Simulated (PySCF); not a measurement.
PySCF input file for Pb(Br)(SiH3) (BrH3PbSi), SMILES [Pb]([Br])[SiH3] (connectivity only; charge and spin as stated), neutral, multiplicity 1, C-PCM-PBE0/def2-SVP. Geometry optimised at PBE-D3(BJ)/def2-SVP. The structure was generated by enumeration; whether it is a known compound was not checked. The def2 effective core potentials stand for the cores of Pb; spin–orbit coupling is left out.

```python
import numpy as np
from pyscf import gto, scf, dft
from pyscf.solvent import pcm

mol = gto.M(
    atom='''
    Pb    0.61057638    0.49948563    0.00000000
    Br   -0.43761129   -1.94580484   -0.00000000
    Si   -1.95209614    1.56466116   -0.00000000
    H    -2.70297140    1.08206568    1.21811481
    H    -2.70297140    1.08206568   -1.21811481
    H    -2.01557953    3.07596026   -0.00000000
    ''',
    basis='def2-SVP',
    ecp={'Pb': 'def2-svp'},
    charge=0,
    spin=0,
    max_memory=1600,
    verbose=3,
)
mf = dft.RKS(mol, xc='pbe0').density_fit(auxbasis='def2-universal-jkfit')
mf.grids.level = 3
mf.conv_tol = 1e-9
mf.max_cycle = 100
mf.kernel()
res = {}
for name, eps in {'water': 78.355, 'toluene': 2.3741, 'diethylether': 4.24}.items():
    s = mf.PCM()
    s.with_solvent.method, s.with_solvent.eps, s.with_solvent.lebedev_order = 'C-PCM', eps, 29
    s.kernel(mf.make_rdm1())
    res[name] = (s.e_tot, eps, s.dip_moment(), s.mo_energy, s.converged)
    print(f'{name}: electrostatic solvation free energy {(s.e_tot - mf.e_tot) * 627.509474:.3f} kcal/mol')
```

Log of the run:

```
converged SCF energy = -3057.5404435181

WARN: PCM is an experimental feature. It is still in testing.
Features and APIs may be changed in the future.

converged SCF energy = -3057.55353612558
Dipole moment(X, Y, Z, Debye):  4.42222,  4.11868, -0.00000
water: electrostatic solvation free energy -8.216 kcal/mol

WARN: PCM is an experimental feature. It is still in testing.
Features and APIs may be changed in the future.

converged SCF energy = -3057.54712050789
Dipole moment(X, Y, Z, Debye):  3.53241,  3.39252,  0.00000
toluene: electrostatic solvation free energy -4.190 kcal/mol

WARN: PCM is an experimental feature. It is still in testing.
Features and APIs may be changed in the future.

converged SCF energy = -3057.54980502121
Dipole moment(X, Y, Z, Debye):  3.89481,  3.69640, -0.00000
diethylether: electrostatic solvation free energy -5.874 kcal/mol
```

Self-consistency was reached.

Cost: very roughly 40 core-seconds.
